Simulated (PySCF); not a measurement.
**How methods differ on the fine-structure interval of In**

In [Kr] 4d10 5s2 5p1 [5p1/2^1, M_J = 1/2] → In [Kr] 4d10 5s2 5p1 [5p3/2^1, M_J = 3/2], as a difference of total energies. All numbers are calculated (PySCF 2.14, the two-component X2C-1e Hamiltonian, in x2c-TZVPall-2c with one added diffuse shell each of s, p, d, f type (9s10p6d3f, 90 functions)). Correlated levels: [Ar] 3d10 frozen; the 6 highest virtual spinors dropped. "Screened" scales the spin-orbit matrix elements by Boettger's factors to mimic the two-electron term; Breit and QED terms are absent.

```json
{"method": "GHF (screened spin-orbit)", "fine-structure interval (cm⁻¹)": "2699.9"}
{"method": "GMP2 (screened spin-orbit)", "fine-structure interval (cm⁻¹)": "1916.7"}
{"method": "GHF (bare spin-orbit)", "fine-structure interval (cm⁻¹)": "2774.3"}
```

Errors of the correlated levels include the incompleteness of this basis and the frozen core.

GHF and GMP2 differ strongly here because the two determinants are spin-polarised to different degrees; the interval is a small difference of such terms.

For comparison: 2212.6 cm⁻¹ (measured; NIST Handbook of Basic Atomic Spectroscopic Data (Sansonetti and Martin, J. Phys. Chem. Ref. Data 34, 1559 (2005))).
